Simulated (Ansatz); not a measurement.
Reaction (formal exchange of groups at the Si–O bond): `[OH][Ga]([Br])[O][SiH3]` + `[AlH2][SH]` → `[SiH3][AlH][SH]` + `[OH][Ga]([OH])[Br]`

Isolated molecules relaxed with PBE0-D4/def2-TZVP in Ansatz; ΔE leaves out vibrations. CCSD(T)/CBS is the MP2 limit (def2-TZVPP, def2-QZVPP) plus CCSD(T) − MP2 in def2-TZVPP, frozen cores. This one scheme is used for every species. Functionals use def2-TZVPP. For Br, Ga outer-core shells are correlated without core-valence functions, which leaves a few kJ/mol of doubt a bond. Scalar relativity is left out up to krypton. Each species was taken in one conformer, which may not be the lowest.

```csv
level,ΔE (eV)
B2PLYP,0.97
CCSD(T)/def2-SVP,0.91
```

Task: What does CCSD(T)/CBS give? (Estimate.)

Result: Ansatz gave: +0.93 eV. The listed levels differ from it by 0.04, -0.02 eV.

Largest T1 diagnostic among the species: 0.013.

From BLYP to BHLYP (50 % exact exchange), in def2-TZVPP and without D4, ΔE moves by +0.22 eV. Leaving LDA and LC-ωPBE aside and taking each functional with its dispersion term where it has one, the values, not all of them listed here, spread over 0.43 eV, from PBE-D4 to BHLYP-D4. LDA lies +0.04 eV from PBE without D4.
